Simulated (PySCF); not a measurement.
C4H4F2.

```xyz
10

C      0.1525     2.7361     0.0000
C     -0.3082     1.4777     0.0000
C      0.5370     0.2996     0.0000
C      0.0639    -0.9483     0.0000
F      0.8074    -2.0254     0.0000
F     -1.2074    -1.2681     0.0000
H      1.2249     2.9531     0.0000
H     -0.5304     3.5881     0.0000
H     -1.3893     1.3029     0.0000
H      1.6236     0.4062     0.0000
```

The structure is a stationary point at PBE0-D3(BJ)/def2-SVP. Other conformers were not sampled.

Calculation: PBE/pcSseg-1 run with PySCF. Non-relativistic, no solvent.

### Question
Give the absolute GIAO shielding of each atom: isotropic value and principal components (ppm). (An estimate is asked for; the answer gives what the named calculation found.)

### Answer

```csv
atom,σ(iso),σ11,σ22,σ33,span
C1,61.2,-39.9,70.4,153.2,193.2
C2,46.9,-65.1,46.5,159.4,224.5
C3,93.4,38.3,102.9,138.9,100.6
C4,13.3,-60.4,40.7,59.4,119.9
F5,240.2,198.4,236.6,285.7,87.3
F6,238.1,171.6,267.4,275.2,103.7
H7,26.0,23.2,25.3,29.4,6.3
H8,26.0,23.5,25.1,29.4,5.9
H9,24.8,22.8,23.1,28.6,5.8
H10,26.5,24.0,26.2,29.2,5.2
```
